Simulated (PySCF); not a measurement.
C₄H₉N. Atoms are numbered in the order given.

```xyz
14

C     -0.1020    -0.9222     1.7082
N      0.5508     0.0600     0.8667
C      0.1049     0.2498    -0.3247
C      0.7887     1.2738    -1.1943
C     -1.0749    -0.4903    -0.9272
H     -0.0782    -1.9475     1.2689
H     -1.1773    -0.6851     1.8878
H      0.3982    -0.9707     2.6960
H      1.1767     0.8058    -2.1249
H      0.0730     2.0618    -1.5142
H      1.6244     1.7387    -0.6403
H     -1.9921    -0.3264    -0.3216
H     -0.8949    -1.5868    -0.9239
H     -1.2855    -0.1765    -1.9667
```
Charge 0, spin multiplicity 1.

Coordinates come from a PBE-D3(BJ)/def2-SVP optimisation.

Level of theory: SMD-M06-2X/def2-SVP (PySCF).

Solvation free energies are E(SMD) − E(gas) at the gas-phase geometry, for 1 M in both phases. In vacuum the dipole moment is 2.05 D.

Question: Estimate the solvation free energies in water, toluene, ethylethanoate. (The exact figures need the calculation; the answer reports its results.)

Answer: 
```csv
solvent,ΔG(solv) (kcal/mol),its non-electrostatic (CDS) part,dipole (D)
water,-4.6,0.4,2.91
toluene,-3.6,-1.3,2.40
ethylethanoate,-4.4,-0.6,2.67
```
